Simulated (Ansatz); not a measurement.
C2H6BrFSi can be A, `C[SiH2]C(F)Br`, or B, `CC[SiH](F)Br`.

Program: Ansatz. Geometries: PBE0-D4/def2-TZVP. ΔE: electronic, gas phase. CBS: MP2 limit from def2 TZ/QZ plus the TZ coupled-cluster correction, frozen cores. Functionals use def2-TZVPP. B3LYP here is the variant with VWN-RPA as its local correlation; programs differ in this. For Br outer-core shells are correlated without core-valence functions, which leaves a few kJ/mol of doubt a bond. Scalar relativity is left out up to krypton. Each species was taken in one conformer, which may not be the lowest.

(1) Which is lower in electronic energy at CCSD(T)/CBS, and by how much? (Estimate.)

(2) Give E(B) − E(A) in kJ/mol with PBE-D4, B2PLYP, B3LYP, HF/def2-TZVPP, ωB97M-V, CCSD(T)/def2-TZVPP, CCSD/def2-TZVPP. (Best estimate.)

Largest T1 diagnostic: 0.010.

Answers

(1) Ansatz gave: B, by 352.0 kJ/mol.

(2) Ansatz gave: PBE-D4 -323.0, B2PLYP -346.6, B3LYP -338.3, HF/def2-TZVPP -364.8, ωB97M-V -344.0, CCSD(T)/def2-TZVPP -345.2, CCSD/def2-TZVPP -350.1. None reverses the order clearly.

From PBE to PBE0 (25 % exact exchange), in def2-TZVPP and without D4, E(B) − E(A) moves by −15.8 kJ/mol. In def2-TZVPP, CCSD(T) changes the Hartree–Fock value by +19.6 kJ/mol (the triples alone add +4.9 kJ/mol) and MP2 by +5.5 kJ/mol.
